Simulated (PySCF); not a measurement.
**Cost of excited-state runs on SMILES C=C(F)/C(F)=C/C#N, C5H3F2N**

Mapped SMILES: `[CH2:1]=[C:2]([F:3])/[C:4]([F:5])=[CH:6]/[C:7]#[N:8]` (H(Xn): hydrogen on atom n). Ha(C1) is cis to F3; Hb(C1) is trans to F3.

PySCF with density fitting, on 1 thread of an Arm Neoverse V1, shared host. Command: `OMP_NUM_THREADS=1 python excited_run.py task.json out`

Q: How long does each of these runs take, and how much memory?
- first hyperpolarisability, CAM-B3LYP/def2-TZVPD; usual settings
- circular dichroism and optical rotation, CAM-B3LYP/def2-TZVPD; 12 states
- excited states, CAM-B3LYP/def2-TZVPD; Tamm-Dancoff; spin-orbit couplings; 6 states; 5 triplets; quadratic response for 4 states
- excited states, CAM-B3LYP/def2-TZVPD; two-photon moments; 8 states; quadratic response for 6 states; 0 triplets

A: 
| run | level | basis functions | wall time | peak memory (GiB) |
| --- | --- | --- | --- | --- |
| first hyperpolarisability | CAM-B3LYP/def2-TZVPD | 329 | 68 s | 1.2 |
| circular dichroism and optical rotation | CAM-B3LYP/def2-TZVPD | 329 | 2.3 min | 1.3 |
| excited states | CAM-B3LYP/def2-TZVPD | 329 | 77 s | 1.2 |
| excited states | CAM-B3LYP/def2-TZVPD | 329 | 95 s | 1.2 |

Times from a shared host are rough.
